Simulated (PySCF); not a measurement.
BiFH2Te2, SMILES [F][Bi]([TeH])[TeH].

Coordinates come from a PBE-D3(BJ)/def2-SVP optimisation. The structure was generated by enumeration; whether it is a known compound was not checked. The def2 effective core potentials stand for the cores of Bi, Te; spin–orbit coupling is left out.

Two levels are set side by side: PBE/def2-TZVP (PySCF) and B3LYP/def2-TZVP (PySCF). Same geometry, gas phase. Differences are taken from unrounded values.

```
quantity                     B3LYP
---------------------------  -----
orbital gap (eV)              3.82
highest occupied level (eV)  -6.42
lowest empty level (eV)      -2.60
dipole moment (D)             3.15
mean polarisability (bohr³)  131.1
```

**Question.** What does PBE give, and how far is it from B3LYP? (Estimate from the structure and the level; the computed values follow.)

**Answer.** 
| quantity | PBE | PBE minus B3LYP |
|---|---|---|
| orbital gap (eV) | 2.60 | -1.22 |
| highest occupied level (eV) | -5.63 | 0.79 |
| lowest empty level (eV) | -3.03 | -0.43 |
| dipole moment (D) | 2.89 | -0.26 |
| mean polarisability (bohr³) | 133.5 | 2.5 |

PBE's occupied levels lie high since its potential decays too fast outside the molecule; exact exchange lowers them and widens the gap. Differences between two approximate levels are no errors against the true value.

Rough cost on one machine, each run with all the roots and properties that it gave: B3LYP against PBE within a factor of 2.
